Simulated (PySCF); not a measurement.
**Bond length, frequency and bond energy of ZnF by level of theory**

State: ²Σ⁺ (doublet), unpaired electrons σ ↑. Set-up: Zn x2c-SVPall, F x2c-SVPall; spin-free X2C with a Gaussian nucleus (PySCF 2.14). De refers to Zn + F in their high-spin ground configurations, without counterpoise correction. The functionals are run spin-unrestricted. A positive dipole means Zn(−)F(+).

| Level | Re (Å) | ωe (cm⁻¹) | De (eV) | μ (D) |
| --- | --- | --- | --- | --- |
| UHF | 1.781 | 656 | 1.85 | -3.77 |
| UHF-MP2 | 1.780 | 653 | 3.07 | n/a |
| UHF-SCS-MP2 | 1.783 | 650 | 2.82 | n/a |
| UHF-CCSD | 1.783 | 648 | 2.61 | n/a |
| UHF-CCSD(T) | 1.785 | 643 | 2.62 | n/a |
| PBE | 1.800 | 595 | 2.98 | -2.70 |
| PW91 | 1.797 | 598 | 3.02 | -2.69 |
| r²SCAN | 1.777 | 630 | 3.01 | -2.85 |
| PBE0 | 1.783 | 627 | 2.78 | -3.07 |
| B97-3 | 1.800 | 599 | 2.60 | -3.13 |
| M06 | 1.787 | 612 | 2.46 | -3.25 |

Task: Which functional lies closest to UHF-CCSD(T) in De, which farthest, and by how much do they differ from it?

Result: Closest is B97-3 (+1.5 pm in Re, -6.8 % in ωe, -0.02 eV in De against UHF-CCSD(T) in the same basis), farthest PW91 (+1.2 pm in Re, -7.0 % in ωe, +0.40 eV in De). CCSD(T) converges more slowly with the basis than the functionals do and binds too weakly in this one, so the order can change at the basis-set limit.

Task: What does a quarter of exact exchange do here, going from PBE to PBE0?

Result: PBE0 less PBE: -1.7 pm in Re, +5.4 % in ωe, -0.20 eV in De. Exact exchange removes part of the self-interaction that spreads semilocal densities, and in most molecules shortens and stiffens the bond and lowers De; so it does here.

Task: What does the step from GGA to meta-GGA do here, going from PBE to r²SCAN?

Result: r²SCAN less PBE: -2.3 pm in Re, +5.9 % in ωe, +0.03 eV in De. 

Correlated steps freeze 6 core orbitals. Correlated levels converge slowly with the basis: in double zeta they bind strong bonds too weakly, by up to about 1 eV, and carry superposition errors of some tenths. The state was picked by a PBE0 search and need not be the measured ground state.
